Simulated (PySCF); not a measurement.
Ligand exchange on a metal centre used in film growth or etching (Ta Cl-NH2). Isolated molecules, 0 K electronic values unless said otherwise. One relaxed conformer stands for each flexible species; it need not be the lowest.

All values below come from PBE-D3(BJ)/def2-TZVP // r2SCAN-D4/def2-SVP (PySCF). All candidates: neutral, multiplicity 1. 

The HOMO is -5.06 eV, the LUMO comes out as -1.20 eV and the HOMO–LUMO gap is 3.86 eV.

Question: Which member has these values?
A) [Ta(Cl)(NH2)4]
B) [Ta(Cl)5]
C) [Ta(NH2)5]
D) [Ta(Cl)3(NH2)2]

Answer: C, [Ta(NH2)5]. The others give [Ta(Cl)(NH2)4]: -5.80 eV, -1.96 eV, 3.84 eV; [Ta(Cl)3(NH2)2]: -6.94 eV, -3.58 eV, 3.36 eV; [Ta(Cl)5]: -7.83 eV, -4.45 eV, 3.39 eV
